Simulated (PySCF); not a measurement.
## How methods differ on the ionisation energy of Ne²⁺

Ne²⁺ [He] 2s2 2p4 (3P) → Ne³⁺ [He] 2s2 2p3 (4S), as a difference of total energies. Computed with PySCF 2.14 in cc-pVTZ (4s3p2d1f, 30 functions), with the non-relativistic Hamiltonian (point nucleus). Correlated levels: valence: 1s2 frozen. The calculations carry no spin-orbit coupling.

```csv
method,ionisation energy (eV),error (eV)
UHF,61.817,-1.606
M06-L,63.611,+0.188
B3LYP,64.034,+0.611
MP2 (valence),62.983,-0.440
SCS-MP2 (valence),63.084,-0.339
CCSD (valence),63.014,-0.409
CCSD(T) (valence),63.030,-0.393
```

Reference: 63.423 eV (measured; NIST Atomic Spectra Database, ionization energies).

Errors of the correlated levels include the incompleteness of this basis and the frozen core.
